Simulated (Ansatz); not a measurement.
CH₆FN₂Nb (`[CH3][Nb](=[NH])([NH2])[F]`), relaxed with RKS PBE-D4/def2-SVP in Ansatz from a rough embedded geometry. The force threshold is 0.03 eV/Å; the program also tests the step.

The species carries charge 0 and has multiplicity 1. Nb takes the def2 core potential.

Start:

```xyz
11

C     0.457    1.332    0.619
Nb   -0.102   -0.712    0.264
N    -1.955   -0.868    0.573
N     0.334   -1.291   -1.752
F     0.902   -1.926    1.461
H    -0.385    2.007    0.732
H     1.077    1.397    1.591
H     1.151    1.689   -0.196
H    -2.534   -0.095    0.920
H     1.315   -0.956   -1.891
H    -0.261   -0.577   -2.322
```

| step | energy (eV) | largest force (eV/Å) | largest move (Å) |
| --- | --- | --- | --- |
| 1 | -8372.4887 | 3.018 | 0.000 |
| 2 | -8373.2181 | 1.762 | 0.194 |
| 3 | -8373.4582 | 2.129 | 0.194 |
| 4 | -8373.6773 | 1.624 | 0.200 |
| 5 | -8373.8909 | 0.525 | 0.200 |
| 6 | -8373.9675 | 0.638 | 0.200 |
| 7 (rejected) | -8373.9417 | 1.269 | 0.200 |
| 8 | -8373.9823 | 0.200 | 0.096 |
| 9 | -8373.9854 | 0.156 | 0.062 |
| 10 (rejected) | -8373.9844 | 0.139 | 0.065 |
| 11 | -8373.9878 | 0.073 | 0.033 |
| 12 | -8373.9886 | 0.057 | 0.051 |
| 13 | -8373.9889 | 0.024 | 0.005 |

End:

```xyz
11

C     0.609    1.392    0.697
Nb   -0.012   -0.641    0.271
N    -1.750   -0.613    0.566
N     0.164   -0.871   -1.679
F     1.013   -1.815    1.363
H     0.018    2.161    0.159
H     0.490    1.576    1.789
H     1.685    1.524    0.438
H    -2.710   -0.727    0.902
H     1.074   -1.038   -2.130
H    -0.582   -0.947   -2.377
```

It took 34 s on 4 threads of a server CPU on a shared host, with 0.18 GiB of host memory at the peak.
